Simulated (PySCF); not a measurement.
PySCF 2.14 output of an unrestricted PBE calculation on a single atom or ion in aug-cc-pVDZ-PP with ECP60MDF, with scalar relativity through the core potential:

```
SCF conv_tol = 1e-09
number electrons alpha = 8  beta = 4
    J. P. Perdew, K. Burke, and M. Ernzerhof.,  Phys. Rev. Lett. 77, 3865 (1996)
    J. P. Perdew, K. Burke, and M. Ernzerhof.,  Phys. Rev. Lett. 78, 1396 (1997)
    J. P. Perdew, K. Burke, and M. Ernzerhof.,  Phys. Rev. Lett. 77, 3865 (1996)
    J. P. Perdew, K. Burke, and M. Ernzerhof.,  Phys. Rev. Lett. 78, 1396 (1997)
cycle= 1 E= -66.428781897446  delta_E= -0.00499  |g|= 0.013  |ddm|= 0.557
cycle= 2 E= -66.4288818978271  delta_E= -0.0001  |g|= 0.00497  |ddm|= 0.0603
cycle= 3 E= -66.4288942922395  delta_E= -1.24e-05  |g|= 0.000782  |ddm|= 0.0153
cycle= 4 E= -66.4288945223304  delta_E= -2.3e-07  |g|= 0.000152  |ddm|= 0.00388
cycle= 5 E= -66.4288945322231  delta_E= -9.89e-09  |g|= 9.52e-06  |ddm|= 0.000527
cycle= 6 E= -66.4288945322554  delta_E= -3.23e-11  |g|= 7.59e-07  |ddm|= 3.99e-05
converged SCF energy = -66.4288945322554  <S^2> = 6.0005939  2S+1 = 5.0002376
```

The run itself started from symmetry-adapted Hartree-Fock orbitals and held the occupation by maximum overlap, on a logarithmic radial grid, so the iterations belong to that start.

Problem. Which element, charge and spin multiplicity is this?

Solution. W²⁺ (tungsten, charge +2), multiplicity 5; the state was [Xe] 4f14 5d4, high-spin 5D determinant.

Energies and moments cover only the electrons outside the core potential. Spin-orbit coupling, absent here, splits the open shell strongly.
